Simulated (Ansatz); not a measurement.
Reactions of `F[Si](F)(F)O[Si](Cl)(Cl)Cl`.

Calculated with Ansatz (gas phase, PBE0-D4/def2-TZVP geometries, no zero-point term in ΔE). CCSD(T)/CBS adds triple-zeta CCSD(T) − MP2 to the extrapolated MP2 energy (def2 sets, frozen cores). This one scheme is used for every species, atoms too. DFT in def2-TZVPP. B3LYP here is the variant with VWN-RPA as its local correlation; programs differ in this. Open shells (•) are unrestricted, without spin–orbit coupling. Spin–orbit coupling would lower the free atoms: a little for Cl, F, O, Si. Elements past krypton have def2 core potentials. For Te outer-core shells are correlated without core-valence functions, so the limit isn't a true one: a few kJ/mol of doubt a bond, and 10 to 20 or more in all where bonds break to atoms. Each species was taken in one conformer, which may not be the lowest.

```tsv
reaction	B3LYP-D4 (kcal/mol)	CCSD(T)/CBS(def2) (kcal/mol)
`F[Si](F)(F)O[Si](Cl)(Cl)Cl` + H–F → `F[Si](Cl)(Cl)Cl` + `O[Si](F)(F)F`	-4.3	-4.6
`F[Si](F)(F)O[Si](Cl)(Cl)Cl` + `CC#N` → `N#C[Si](Cl)(Cl)Cl` + `CO[Si](F)(F)F`	45.0	44.5
`F[Si](F)(F)O[Si](Cl)(Cl)Cl` + H₂O → `O[Si](F)(F)F` + `O[Si](Cl)(Cl)Cl`	3.7	3.2
`F[Si](F)(F)O[Si](Cl)(Cl)Cl` + `O[SiH](O)O` → `O[SiH](O)O[Si](F)(F)F` + `O[Si](Cl)(Cl)Cl`	-1.8	-2.2
`F[Si](F)(F)O[Si](Cl)(Cl)Cl` + `O[SiH3]` → `[SiH3]O[Si](Cl)(Cl)Cl` + `O[Si](F)(F)F`	-1.9	-2.6
`F[Si](F)(F)O[Si](Cl)(Cl)Cl` + H₂Te → `Cl[Si](Cl)(Cl)[TeH]` + `O[Si](F)(F)F`	16.3	14.2
`F[Si](F)(F)O[Si](Cl)(Cl)Cl` + H–F → `F[Si](F)(F)F` + `O[Si](Cl)(Cl)Cl`	-3.8	-4.6
`F[Si](F)(F)O[Si](Cl)(Cl)Cl` → 3 Cl• + 3 F• + O• + 2 Si•	920.3	944.6
`F[Si](F)(F)O[Si](Cl)(Cl)Cl` → `[O][Si](Cl)(Cl)Cl`• + `F[Si](F)F`•	143.5	152.5
`F[Si](F)(F)O[Si](Cl)(Cl)Cl` + `S[SiH2]Cl` → `Cl[SiH2]S[Si](Cl)(Cl)Cl` + `O[Si](F)(F)F`	13.8	13.0
```

Largest T1 diagnostic: 0.014, for `F[Si](F)F`•.
